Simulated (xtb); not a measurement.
Si(F)(Br)(OH)2 (BrFH2O2Si), SMILES O[Si](Br)(F)O. All values are semi-empirical tight-binding results from xtb (GFN2-xTB unless named), good for trends rather than for accurate numbers. The structure is a stationary point at GFN2-xTB. The structure was generated by enumeration, and PubChem lists no compound with its InChIKey, so it may never have been made. Other conformers were not sampled.

Computed properties:
| Property | Value |
|---|---|
| orbital gap | 7.80 eV |
| zero-point energy | 19.7 kcal/mol |
| G − E(el) at 298.15 K (modified RRHO) | -0.4 kcal/mol |
| static polarisability (D4 model) | 68.1 bohr³ |
| solvation energy, GFN2-xTB/ALPB(water) | -8.6 kcal/mol |
| solvation energy, GFN2-xTB/ALPB(ether) | -9.7 kcal/mol |
